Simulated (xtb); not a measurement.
I₄Sn, charge +1, doublet, at a GFN2-xTB geometry of the parent state (such geometries of metal compounds can be far from the true shape) (a state made from the parent by changing its charge; the spin is typed, not shown lowest); GFN0-xTB (xtb 6.7.1).

The xtb input:
```
$ xtb mol.xyz --gfn 0 --chrg 1 --uhf 1 --json

# file mol.xyz
5

I     -1.65170208    -0.64443435    -2.09048008
Sn     0.00000000    -0.00000000    -0.00000000
I      0.58452688     2.67655551    -0.08888920
I      2.31947770    -1.44851091    -0.18804700
I     -1.25230250    -0.58361025     2.36741629
```

Question: What does xtb print? Leave out banner, timings and long lists.

Answer: 
```
   ID    Z sym.   atoms
    1   53 I      1, 3-5
    2   50 Sn     2

           -------------------------------------------------
          |                Calculation Setup                |
           -------------------------------------------------

           -------------------------------------------------
          |                 G F N 0 - x T B                 |
           -------------------------------------------------

          ...................................................
          :                      SETUP                      :
          :.................................................:
          :  # basis functions                  50          :
          :  # atomic orbitals                  45          :
          :  # shells                           15          :
          :  # electrons                        31          :
          :  electronic temp.          300.0000000     K    :
          :  accuracy                    1.0000000          :
          :  -> integral cutoff          0.2500000E+02      :
          :  -> integral neglect         0.1000000E-07      :
          ...................................................

         :::::::::::::::::::::::::::::::::::::::::::::::::::::
         ::                     SUMMARY                     ::
         :::::::::::::::::::::::::::::::::::::::::::::::::::::
         :: total energy             -14.709078551673 Eh    ::
         :: gradient norm              0.006081020189 Eh/a0 ::
         :: HOMO-LUMO gap              2.530606438229 eV    ::
         ::.................................................::
         :: H0 energy                -16.123264926543 Eh    ::
         :: repulsion energy           0.026909537161 Eh    ::
         :: electrostat energy         1.389732913092 Eh    ::
         :: -> Gsolv                   0.000000000000 Eh    ::
         ::    -> Gsasa                0.000000000000 Eh    ::
         ::    -> Gshift               0.000000000000 Eh    ::
         :: dispersion energy         -0.002456075384 Eh    ::
         :: short-range corr.          0.000000000000 Eh    ::
         :: add. restraining           0.000000000000 Eh    ::
         :: total charge               1.000000000000 e     ::
         :::::::::::::::::::::::::::::::::::::::::::::::::::::

           -------------------------------------------------
          |                Property Printout                |
[...]
        26                         -0.0448313              -1.2199
        27                         -0.0448313              -1.2199
       ...                                ...                  ...
        45                          1.7162640              46.7019
      -------------------------------------------------------------
                  HL-Gap            0.0929981 Eh            2.5306 eV
             Fermi-level            0.0000000 Eh            0.0000 eV

     #   Z          covCN         q      C6AA      α(0)
     1  53 I        0.874     0.019   368.909    33.178
     2  50 Sn       3.471     0.924   291.681    31.326
     3  53 I        0.874     0.019   368.909    33.178
     4  53 I        0.874     0.019   368.909    33.178
     5  53 I        0.874     0.019   368.909    33.178

 Mol. C6AA /au·bohr⁶  :       8814.132993
 Mol. C8AA /au·bohr⁸  :     860052.329327
 Mol. α(0) /au        :        164.035870

Wiberg/Mayer (AO) data.
largest (>0.10) Wiberg bond orders for each atom

 ---------------------------------------------------------------------------
     #   Z sym  total        # sym  WBO       # sym  WBO       # sym  WBO
 ---------------------------------------------------------------------------
     1  53 I    1.431 --     2 Sn   0.902     4 I    0.176     5 I    0.176
                             3 I    0.176
     2  50 Sn   3.609 --     4 I    0.902     1 I    0.902     3 I    0.902
                             5 I    0.902
     3  53 I    1.431 --     2 Sn   0.902     4 I    0.176     5 I    0.176
                             1 I    0.176
     4  53 I    1.431 --     2 Sn   0.902     1 I    0.176     3 I    0.176
                             5 I    0.176
     5  53 I    1.431 --     2 Sn   0.902     4 I    0.176     3 I    0.176
                             1 I    0.176
 ---------------------------------------------------------------------------

Topologies differ in total number of bonds
Writing topology from bond orders to xtbtopo.mol

 dipole moment from electron density (au)
     X       Y       Z
   0.0000  -0.0000   0.0000  total (Debye):    0.000

           -------------------------------------------------
          | TOTAL ENERGY              -14.709078551673 Eh   |
          | GRADIENT NORM               0.006081020189 Eh/α |
          | HOMO-LUMO GAP               2.530606438229 eV   |
           -------------------------------------------------

normal termination of xtb
```
